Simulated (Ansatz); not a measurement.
Total energies of `C[Si](C)(C)C#Cc1sc(-c2sc(-c3sc(-c4sc(-c5sc(-c6sc(C#C[Si](C)(C)C)c7c6OCCO7)c6c5OCCO6)c5c4OCCO5)c4c3OCCO4)c3c2OCCO3)c2c1OCCO2` from Ansatz at PBE-D4/def2-SVP, gas phase (1 Eh = 27.2114 eV = 2625.5 kJ/mol). The reference geometry is relaxed at r2SCAN-D4/def2-SVP.

| state | geometry | energy (Eh) |
| --- | --- | --- |
| charge 0 singlet | reference | -5641.69950 |
| charge 1 doublet | reference | -5641.51901 |
| charge -1 doublet | reference | -5641.74092 |
| free C atom (triplet) | – | -37.75124 |
| free Si atom (triplet) | – | -289.12416 |
| free S atom (triplet) | – | -397.80063 |
| free O atom (triplet) | – | -74.91467 |
| free H atom (doublet) | – | -0.49863 |

Single mean-field runs in def2-SVP are fitted with def2-universal-jkfit.

(1) Work out the vertical ionisation energy to the doublet.

(2) Work out the vertical electron affinity, to the doublet.

(3) Give the fundamental gap IE − EA, the Mulliken electronegativity (IE + EA)/2 and the hardness (IE − EA)/2.

(4) What is the binding energy per atom against free atoms?

(1) E(charge 1 doublet) − E(charge 0 singlet) = -5641.51901 − (-5641.69950) = 0.18049 Eh = 4.91 eV. For comparison, −ε of the highest occupied level is 3.69 eV at this level, 1.22 eV less.

(2) E(charge 0 singlet) − E(charge -1 doublet) = -5641.69950 − (-5641.74092) = 0.04142 Eh = 1.13 eV. The basis lacks diffuse functions, which makes affinities too small.

(3) From the values in Eh: IE − EA = 0.18049 − 0.04142 = 0.13907 Eh = 3.78 eV; (IE + EA)/2 = 3.02 eV; (IE − EA)/2 = 1.89 eV. The HOMO–LUMO gap of the same run is 1.49 eV, 2.29 eV smaller than the fundamental gap.

(4) Atoms: 46 × (-37.75124) + 2 × (-289.12416) + 6 × (-397.80063) + 12 × (-74.91467) + 42 × (-0.49863) = -5621.52764 Eh. Binding: -5621.52764 − (-5641.69950) = 20.17186 Eh = 548.90 eV, or 5.08 eV for each of 108 atoms (no zero-point energy, no counterpoise term).

At PBE-D4/def2-SVP the highest occupied level of the charge -1 doublet lies above zero (up to 0.03 eV). By energy differences its removal costs 1.13 eV (vertical, to the charge 0 singlet, at PBE-D4/def2-SVP); self-interaction error and the lack of diffuse functions both raise the level.
